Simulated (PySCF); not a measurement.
BiI3(H2O) at several levels of theory

Computed with PySCF 2.14.0 (density fitting, no spin-orbit coupling) at the geometry relaxed with PBE0:

```xyz
7
BiI3(H2O) (singlet)
Bi   -0.2716    0.2086   -0.2086
I     1.5274    1.5413    1.5364
I    -1.5048   -1.5995    1.5995
I     1.5274   -1.5364   -1.5413
O    -1.9150    1.9427   -1.9427
H    -2.2469    2.8264   -1.7472
H    -2.2469    1.7472   -2.8264
```

| level | basis | state | HOMO (eV) | gap (eV) | charge on Bi1 (e) | dipole about the centre of mass (D) | largest force component (eV/Å) |
| --- | --- | --- | --- | --- | --- | --- | --- |
| PBE0 | Bi def2-SVP with ECP60, I def2-SVP with ECP28, O def2-SVP, H def2-SVP | singlet | -7.17 | 4.65 | 0.62 | 6.93 | 0.01 |
| M06-L | the same | singlet | -6.10 | 3.33 | 0.66 | 6.77 | 0.29 |

Charges are Mulliken's, which hang on the basis. The relaxation used the grid (50, 194), these runs (75, 302) or, all-electron (x2c bases, spin-free X2C Hamiltonian), (99, 590).

Question: What does wB97X with Bi def2-SVP with ECP60, I def2-SVP with ECP28, O def2-SVP, H def2-SVP give here?

Answer: state singlet, HOMO (eV) -9.04, gap (eV) 8.31, charge on Bi1 (e) 0.68, dipole about the centre of mass (D) 7.17, largest force component (eV/Å) 0.04. Time: 16 s on 2 threads of Arm Neoverse V2 (shared host), from an already converged density.

In the first row's basis the gap widens with exact exchange: 3.3 eV for M06-L (none); 4.6 eV for PBE0 (a fixed share); 8.3 eV for wB97X (rising or full at long range).

A frequency check found unstable modes (2, the lowest at -31 cm⁻¹), so the relaxed geometry is a saddle point, or these are noise.
